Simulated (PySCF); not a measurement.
## Radial density of Be (beryllium, neutral)

B2PLYP, [He] 2s1 3s1, high-spin 3S determinant (an excited configuration). Calculation: PySCF 2.14, in aug-cc-pCVDZ (5s4p2d, 27 functions); the non-relativistic Hamiltonian (point nucleus).

| r (bohr) | 4πr²ρ (e/bohr) | 4πr²(ρα − ρβ) |
| --- | --- | --- |
| 0.00835 | 0.02876 | 0.0009 |
| 0.0141 | 0.07812 | 0.0024 |
| 0.0236 | 0.2040 | 0.0064 |
| 0.0398 | 0.5087 | 0.0158 |
| 0.0669 | 1.160 | 0.0355 |
| 0.112 | 2.300 | 0.0681 |
| 0.189 | 3.594 | 0.0962 |
| 0.318 | 3.828 | 0.0712 |
| 0.535 | 2.193 | -0.0014 |
| 0.900 | 0.5781 | 0.1013 |
| 1.51 | 0.4727 | 0.4513 |
| 2.55 | 0.3796 | 0.3794 |
| 4.28 | 0.1184 | 0.1184 |
| 7.21 | 0.1828 | 0.1828 |
| 12.1 | 0.01837 | 0.0184 |

The outer electron is Rydberg-like, and this basis confines it to a smaller radius and binds it less than a complete one would.
